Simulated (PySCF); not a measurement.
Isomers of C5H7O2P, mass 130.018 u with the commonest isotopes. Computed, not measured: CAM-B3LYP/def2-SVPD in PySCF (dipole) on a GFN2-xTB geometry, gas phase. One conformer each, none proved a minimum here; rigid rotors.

Question: Order these by rotational constant C, largest first.
A. `[CH3:1][O:2][c:3]1[o:4][cH:5][p:6][c:7]1[CH3:8]` with C1–O2–C3–O4 -2°
B. `[CH:1]#[C:2][P@:3](=[O:4])([OH:5])[C:6](=[CH2:7])[CH3:8]` with C2–P3–O5–H 110°, C2–P3–C6–C7 -3°
C. `[CH:1]#[C:2][P@:3](=[O:4])([OH:5])/[CH:6]=[CH:7]/[CH3:8]` with C2–P3–O5–H 113°, C2–P3–C6–C7 -123°

Answer: B (1178 MHz), A (1011 MHz), C (945.8 MHz).

Question: Order these by out-of-plane moment Σ m c² = (Ia + Ib − Ic)/2, smallest first.
A. `[CH3:1][O:2][c:3]1[o:4][cH:5][p:6][c:7]1[CH3:8]` with C1–O2–C3–O4 -2°
B. `[CH:1]#[C:2][P@:3](=[O:4])([OH:5])/[CH:6]=[CH:7]/[CH3:8]` with C2–P3–O5–H 113°, C2–P3–C6–C7 -123°
C. `[CH:1]#[C:2][P@:3](=[O:4])([OH:5])[C:6](=[CH2:7])[CH3:8]` with C2–P3–O5–H 110°, C2–P3–C6–C7 -3°

Answer: A (3.19 u·Å²), C (54.73 u·Å²), B (59.92 u·Å²).

Question: Order these by radius of gyration √(Σ m r²/M), largest first.
A. `[CH:1]#[C:2][P@:3](=[O:4])([OH:5])[C:6](=[CH2:7])[CH3:8]` with C2–P3–O5–H 110°, C2–P3–C6–C7 -3°
B. `[CH3:1][O:2][c:3]1[o:4][cH:5][p:6][c:7]1[CH3:8]` with C1–O2–C3–O4 -2°
C. `[CH:1]#[C:2][P@:3](=[O:4])([OH:5])/[CH:6]=[CH:7]/[CH3:8]` with C2–P3–O5–H 113°, C2–P3–C6–C7 -123°

Answer: C (2.138 Å), B (1.967 Å), A (1.929 Å).

| SMILES | point group | Ia (u·Å²) | Ib (u·Å²) | Ic (u·Å²) | κ | μa (D) | μb (D) | μc (D) |
| --- | --- | --- | --- | --- | --- | --- | --- | --- |
| C#C[P@](=O)(O)/C=C/C | C1 | 193.44 | 460.71 | 534.32 | -0.82 | 1.19 | 2.02 | 1.78 |
| C#C[P@](=O)(O)C(=C)C | C1 | 211.11 | 327.20 | 428.86 | -0.40 | 0.08 | 2.28 | 1.78 |
| COc1ocpc1C | – | 170.36 | 335.96 | 499.94 | -0.50 | 2.08 | 0.56 | 0.06 |
